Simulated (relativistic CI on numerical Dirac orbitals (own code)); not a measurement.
L2,3 absorption of iron in several valence states

Computed multiplet spectra 2p⁶3dⁿ → 2p⁵3dⁿ⁺¹ (Dirac-Coulomb-Breit ions, Slater integrals scaled by 0.7, an assumed crystal field that grows with the charge, no charge transfer; 300 K; Lorentzian 0.4 eV and Gaussian 0.3 eV FWHM at both edges, so that L2 comes out sharper than in experiment). Peaks over 5 % are given in eV from the highest peak in the L3 region of each spectrum (height, largest 100). S of the lowest state is read from ⟨S²⟩, and the branching ratio is the share of L3, cut at the minimum between the edges.

Field parameters in Wybourne normalisation: Oh B⁴₀ = 21Dq, B⁴₄ = √(5/14) B⁴₀. The field is a parameter set, without covalency.

- Fe2+ (d6, Oh, 10Dq = 17400 cm⁻¹): S = 0.02, low spin, branching ratio 0.65; peaks -1.7 (7), 0.0 (100), 2.0 (23), 11.9 (56), 13.5 (11)
- Fe4+ (d4, Oh, 10Dq = 27550 cm⁻¹): S = 1.02, low spin, branching ratio 0.66; peaks -5.2 (49), -1.8 (92), -1.6 (91), -0.9 (84), 0.0 (100), 1.7 (21), 8.5 (19), 10.9 (77), 12.9 (25), 13.9 (11)
- Fe5+ (d3, Oh, 10Dq = 32650 cm⁻¹): S = 1.50, branching ratio 0.61; peaks -4.3 (52), -1.9 (57), 0.0 (79), 0.7 (72), 1.1 (73), 4.3 (8), 5.3 (6), 8.4 (23), 9.6 (43), 10.8 (100), 12.0 (34), 13.6 (42)

**Question.** What spin state follows for Fe3+ in Oh, 10Dq = 22500 cm⁻¹, and does its branching ratio lie nearer 2/3 or nearer 0.8?

**Answer.** Fe3+ (d5, Oh, 10Dq = 22500 cm⁻¹): S = 0.53, low spin, branching ratio 0.71; peaks -3.8 (36), -1.6 (54), 0.0 (100), 2.0 (20), 11.7 (63), 13.6 (13). High-spin states, above all those with an unquenched orbital moment, raise the ratio above the statistical 2/3; low spin and nearly empty shells keep it near or below 2/3.

The centroid of the whole edge, which also moves with the branching ratio, lies at 714.7 (Fe2+), 716.5 (Fe3+), 720.5 (Fe4+), 725.6 (Fe5+) eV in this ionic model, in steps of 1.8 to 5.1 eV. Compounds show about 1 to 2 eV a unit and lower energies for the high valences, since ligands screen the charge. The multiplet shape follows the d count and the spin state, and so serves as a fingerprint of valence.
